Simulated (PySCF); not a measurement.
Metal series MCl3, each in one or more spin states. Gas-phase values, no solvent. Multiplicities are imposed; where one is given, others were not computed.

All values below come from TPSSh-D3(BJ)/def2-TZVP // BP86-D3(BJ)/def2-SVP in PySCF. All candidates: neutral, multiplicity 2. 

```json
{
 "dipole_moment": "1.28 D",
 "highest_occupied_spin_orbital": "-7.57 eV"
}
```

Problem. Identify which member has these values.
(A) [Pt(Cl)3]
(B) [Zr(Cl)3]
(C) [Pd(Cl)3]
(D) [Ti(Cl)3]

Solution. A, [Pt(Cl)3]. The others give [Pd(Cl)3]: 1.38 D, -7.94 eV; [Ti(Cl)3]: 0.01 D, -6.62 eV; [Zr(Cl)3]: 0.02 D, -5.67 eV
